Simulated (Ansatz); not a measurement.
Input file for Ansatz (an electronic-structure program): U-B3LYP-D3(BJ)/def2-TZVP on CHF2 (SMILES F[CH]F), 2S+1 = 2.

Ansatz 0.2 input:
```yaml
crystal:
  periodic: [false, false, false]
  atoms:
    - {symbol: F, position_ang: [-1.09866310, -0.59123763, -0.05692414]}
    - {symbol: C, position_ang: [-0.02241776, 0.07185988, 0.19055060]}
    - {symbol: F, position_ang: [1.09510431, -0.56659354, -0.09946620]}
    - {symbol: H, position_ang: [-0.01751425, 1.13619526, -0.07619339]}
basis:
  gaussian:
    orbitals: def2-TZVP
hamiltonian:
  xc: b3lyp
  dispersion: d3bj
magnetization: {spin_polarized: true, initial_magnetization: 1}
relax: {f_tol: 0.003, max_steps: 120}
```

It printed:

```
WARN ansatz: RAYON_NUM_THREADS=1 ignored (pool sized by the plan → 1); use --threads N
Functional definition: B3LYP
integrals: 0.02 GiB planned
536 factors; their error is unknown
mean field: 0.28 GiB planned
mean field evaluation 1: about -6486.7045 eV, gradient 2.0e1 eV
mean field evaluation 2: about -6486.5510 eV, gradient 2.2e1 eV
mean field evaluation 4: about -6487.8042 eV, gradient 9.1e-1 eV
mean field evaluation 8: about -6487.8068 eV, gradient 4.4e-2 eV
mean field evaluation 16: about -6487.8226 eV, gradient 2.3e-5 eV
mean field -6487.82256243 eV, -238.4230815652 hartree, gradient 2.3e-5 eV, S^2 0.752441; 0 other end points of the search recorded, 0 dependent functions left out
the calculation of the forces begins
reference -6487.82272057 eV, -238.4230873766 hartree; 13, 12 occupied and 86, 87 virtual orbitals, 536 factors
relax step   1: F+E_penalty+E_count = -6487.87099723 eV  Δ(F+E_penalty+E_count) = +0.000e0 eV  max|allowed force component| = 1.854e0 eV/Å  Δτ_max = 0.0000 Å  (28 SCF iters, accepted)
these checks for a lower state are left out or cut short: starts, cluster_reference, orbital_swaps, neighbouring_geometries, increment
integrals: 0.02 GiB planned
536 factors; their error is unknown
mean field: 0.28 GiB planned
mean field -6487.87826990 eV, -238.4251287771 hartree, gradient 1.2e-5 eV, S^2 0.752204; 0 other end points of the search recorded, 0 dependent functions left out
the calculation of the forces begins
reference -6487.87842690 eV, -238.4251345467 hartree; 13, 12 occupied and 86, 87 virtual orbitals, 536 factors
relax step   2: F+E_penalty+E_count = -6487.92673638 eV  Δ(F+E_penalty+E_count) = -5.574e-2 eV  max|allowed force component| = 7.243e-1 eV/Å  Δτ_max = 0.0542 Å  (32 SCF iters, accepted)
these checks for a lower state are left out or cut short: starts, cluster_reference, orbital_swaps, neighbouring_geometries, increment
integrals: 0.02 GiB planned
536 factors; their error is unknown
mean field: 0.28 GiB planned
mean field -6487.88830379 eV, -238.4254975158 hartree, gradient 1.8e-5 eV, S^2 0.752263; 0 other end points of the search recorded, 0 dependent functions left out
the calculation of the forces begins
reference -6487.88846050 eV, -238.4255032748 hartree; 13, 12 occupied and 86, 87 virtual orbitals, 536 factors
relax step   3: F+E_penalty+E_count = -6487.93672650 eV  Δ(F+E_penalty+E_count) = -9.990e-3 eV  max|allowed force component| = 1.919e-1 eV/Å  Δτ_max = 0.0121 Å  (32 SCF iters, accepted)
these checks for a lower state are left out or cut short: starts, cluster_reference, orbital_swaps, neighbouring_geometries, increment
integrals: 0.02 GiB planned
536 factors; their error is unknown
mean field: 0.28 GiB planned
mean field evaluation 32: about -6487.8745 eV, gradient 3.4e-1 eV
mean field -6487.88896287 eV, -238.4255217362 hartree, gradient 1.8e-5 eV, S^2 0.752259; 0 other end points of the search recorded, 0 dependent functions left out
the calculation of the forces begins
reference -6487.88911946 eV, -238.4255274911 hartree; 13, 12 occupied and 86, 87 virtual orbitals, 536 factors
relax step   4: F+E_penalty+E_count = -6487.93739093 eV  Δ(F+E_penalty+E_count) = -6.644e-4 eV  max|allowed force component| = 5.904e-2 eV/Å  Δτ_max = 0.0032 Å  (33 SCF iters, accepted)
these checks for a lower state are left out or cut short: starts, cluster_reference, orbital_swaps, neighbouring_geometries, increment
integrals: 0.02 GiB planned
536 factors; their error is unknown
mean field: 0.28 GiB planned
mean field -6487.88895700 eV, -238.4255215206 hartree, gradient 1.8e-5 eV, S^2 0.752267; 0 other end points of the search recorded, 0 dependent functions left out
the calculation of the forces begins
reference -6487.88911367 eV, -238.4255272781 hartree; 13, 12 occupied and 86, 87 virtual orbitals, 536 factors
relax step   5: F+E_penalty+E_count = -6487.93738691 eV  Δ(F+E_penalty+E_count) = +4.020e-6 eV  max|allowed force component| = 5.470e-2 eV/Å  Δτ_max = 0.0041 Å  (32 SCF iters, rejected (line search))
these checks for a lower state are left out or cut short: starts, cluster_reference, orbital_swaps, neighbouring_geometries, increment
integrals: 0.02 GiB planned
536 factors; their error is unknown
mean field: 0.28 GiB planned
mean field -6487.88907410 eV, -238.4255258240 hartree, gradient 1.8e-5 eV, S^2 0.752259; 0 other end points of the search recorded, 0 dependent functions left out
the calculation of the forces begins
reference -6487.88923072 eV, -238.4255315796 hartree; 13, 12 occupied and 86, 87 virtual orbitals, 536 factors
relax step   6: F+E_penalty+E_count = -6487.93750458 eV  Δ(F+E_penalty+E_count) = -1.136e-4 eV  max|allowed force component| = 2.977e-3 eV/Å  Δτ_max = 0.0020 Å  (34 SCF iters, accepted)
integrals: 0.02 GiB planned
536 factors; their error is unknown
mean field: 0.28 GiB planned
mean field evaluation 64: about -6487.8748 eV, gradient 2.1e-1 eV
mean field -6487.88907410 eV, -238.4255258240 hartree, gradient 1.8e-5 eV, S^2 0.752259; 1 other end points of the search recorded, 0 dependent functions left out
the calculation of the forces begins
reference -6487.88923072 eV, -238.4255315796 hartree; 13, 12 occupied and 86, 87 virtual orbitals, 536 factors
Total energy: -6487.93766120 eV, -238.4273113669 hartree
Atom 0 at    -1.103100    -0.596034    -0.075176 Å, force     0.000676     0.002113     0.000038 eV/Å
Atom 1 at    -0.007618     0.089849     0.236129 Å, force     0.002978    -0.002608    -0.000833 eV/Å
Atom 2 at     1.091156    -0.572325    -0.112790 Å, force    -0.000698    -0.000673     0.000943 eV/Å
Atom 3 at    -0.023929     1.128734    -0.090196 Å, force    -0.002956     0.001169    -0.000148 eV/Å
Dipole moment:    -0.003611     0.282545    -0.031321 e Å
```

Self-consistency was reached.

Cost: roughly 6 core-seconds.
